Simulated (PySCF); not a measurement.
PySCF job for Ge(Cl)(Me) (CH3ClGe), SMILES [CH3][Ge][Cl] (connectivity only; charge and spin as stated), neutral, multiplicity 1, PBE-D3(BJ)/def2-TZVP. Geometry optimised at PBE-D3(BJ)/def2-TZVP.

```python
import numpy as np
from pyscf import gto, scf, dft, df
from pyscf.hessian import thermo

mol = gto.M(
    atom='''
    Ge    0.19304699    0.12126877    0.66042296
    Cl   -1.01604061   -0.95237507   -0.86198070
    C     1.17480586    1.29588350   -0.63358667
    H     1.89212993    1.95007486   -0.11853191
    H     0.44945875    1.91134575   -1.18894317
    H     1.70476263    0.67305394   -1.37086749
    ''',
    basis='def2-TZVP',
    charge=0,
    spin=0,
    max_memory=1600,
    verbose=3,
)
mf = dft.RKS(mol, xc='pbe').density_fit(auxbasis='def2-universal-jkfit')
mf.disp = 'd3bj'
mf.grids.level = 3
mf.conv_tol = 1e-11
mf.max_cycle = 100
mf.kernel()

# [left out here: the lines that compute and print the analytic Hessian (its translational invariance restored by hand, since the grid's response is missing), thermochemistry and intensities]
```

Log of the run:

```
converged SCF energy = -2576.6191791988

WARN: DFTD3 does not support analytical Hessian, using finite difference


WARN: Mole.unit (angstrom) is changed to Bohr

Mode                                 0                   1                   2
Irrep
Freq [cm^-1]                       80.1272            185.6301            369.9996
Reduced mass [au]                   1.0446              3.5796             36.7159
Force const [Dyne/A]                0.0040              0.0727              2.9615
Char temp [K]                     115.2852            267.0804            532.3471
Normal mode                   x     y     z       x     y     z       x     y     z
       0  Ge                 0.01 -0.01 -0.00   -0.00 -0.01  0.04    0.04  0.03  0.04
       1  Cl                -0.02  0.02  0.00    0.05  0.06 -0.04   -0.08 -0.07 -0.09
       2   C                -0.02  0.01  0.00   -0.10 -0.09 -0.11    0.00 -0.00  0.01
       3   H                -0.37  0.36  0.05   -0.04 -0.02 -0.29    0.01  0.02 -0.03
       4   H                -0.01 -0.39 -0.45   -0.18 -0.18 -0.10   -0.02 -0.02  0.01
       5   H                 0.44 -0.06  0.38   -0.20 -0.18 -0.11   -0.02 -0.02  0.01
Mode                                 3                   4                   5
Irrep
Freq [cm^-1]                      528.9627            552.9109            716.0023
Reduced mass [au]                   4.2668              1.1521              1.2541
Force const [Dyne/A]                0.7034              0.2075              0.3788
Char temp [K]                     761.0595            795.5156           1030.1679
Normal mode                   x     y     z       x     y     z       x     y     z
       0  Ge                 0.02  0.03 -0.03   -0.01  0.00  0.00   -0.00 -0.00 -0.01
       1  Cl                 0.00  0.00  0.01   -0.00  0.00 -0.00   -0.00 -0.00  0.01
       2   C                -0.11 -0.14  0.15    0.08 -0.06 -0.02    0.06  0.05  0.10
       3   H                -0.14 -0.14  0.18   -0.21  0.23  0.01    0.25  0.32 -0.52
       4   H                -0.14 -0.15  0.17   -0.41 -0.26  0.37   -0.24 -0.32  0.07
       5   H                -0.10 -0.10  0.12    0.21  0.47 -0.36   -0.32 -0.27  0.09
Mode                                 6                   7                   8
Irrep
Freq [cm^-1]                     1169.9523           1379.8592           1384.0572
Reduced mass [au]                   1.2132              1.0531              1.0618
Force const [Dyne/A]                0.9784              1.1813              1.1984
Char temp [K]                    1683.3009           1985.3102           1991.3501
Normal mode                   x     y     z       x     y     z       x     y     z
       0  Ge                 0.00  0.00 -0.00    0.00  0.00  0.00    0.00 -0.00 -0.00
       1  Cl                -0.00 -0.00 -0.00    0.00  0.00 -0.00   -0.00  0.00  0.00
       2   C                -0.05 -0.07  0.09    0.04  0.03  0.04    0.05 -0.05 -0.01
       3   H                 0.12  0.20 -0.45   -0.06 -0.15  0.35   -0.52  0.51  0.09
       4   H                 0.40  0.16 -0.30    0.05 -0.41 -0.49    0.26  0.33  0.10
       5   H                 0.11  0.44 -0.26   -0.45  0.13 -0.41   -0.37 -0.25 -0.11
Mode                                 9                  10                  11
Irrep
Freq [cm^-1]                     2957.3946           3040.7369           3061.3542
Reduced mass [au]                   1.0314              1.0986              1.1031
Force const [Dyne/A]                5.3150              5.9848              6.0913
Char temp [K]                    4255.0324           4374.9433           4404.6070
Normal mode                   x     y     z       x     y     z       x     y     z
       0  Ge                 0.00  0.00 -0.00    0.00 -0.00 -0.00    0.00  0.00  0.00
       1  Cl                 0.00  0.00 -0.00   -0.00  0.00  0.00   -0.00 -0.00 -0.00
       2   C                -0.02 -0.02  0.03    0.06 -0.06 -0.01    0.04  0.04  0.06
       3   H                 0.33  0.30  0.26   -0.03 -0.05 -0.03   -0.53 -0.48 -0.38
       4   H                -0.41  0.33 -0.29   -0.45  0.38 -0.36   -0.20  0.19 -0.14
       5   H                 0.27 -0.34 -0.37   -0.31  0.37  0.45    0.21 -0.22 -0.26
temperature 298.1500 [K]
pressure 101325.00 [Pa]
Rotational constants [GHz] 10.03325 3.59299 2.69019
Symmetry number 1
Zero-point energy (ZPE) 0.03515 [Eh]   92273.874 [J/mol]
                           tot       elec      trans        rot        vib
Entropy [J/mol/K]       312.485      0.000    168.774    107.145     36.566
Cv [J/mol/K]             62.286      0.000     12.472     12.472     37.342
Cp [J/mol/K]             70.600      0.000     20.786     12.472     37.342
Internal energy [J/mol]                      3718.434   3718.434  98127.067
Internal energy [Eh]   -2576.57897  -2576.61918
Enthalpy [J/mol]                             6197.391   3718.434  98127.067
Enthalpy [Eh]          -2576.57803
Gibbs free energy [J/mol]                  -44122.443 -28226.827  87224.836
Gibbs free energy [Eh] -2576.61351
mode   freq/cm-1   IR/(km/mol)
   1       80.13         0.169
   2      185.63         2.094
   3      370.00        60.992
   4      528.96        45.249
   5      552.91         0.493
   6      716.00         7.717
   7     1169.95        17.675
   8     1379.86         4.110
   9     1384.06        11.799
  10     2957.39         1.243
  11     3040.74         3.867
  12     3061.35        11.097
max |gradient| / (hartree/bohr): 6.428541757523872e-05
APT charges: [ 0.784  -0.5495 -0.25    0.0014  0.0071  0.0069]
```

The calculation finished and met its thresholds.

Cost: about 60 core-seconds (a rough figure).
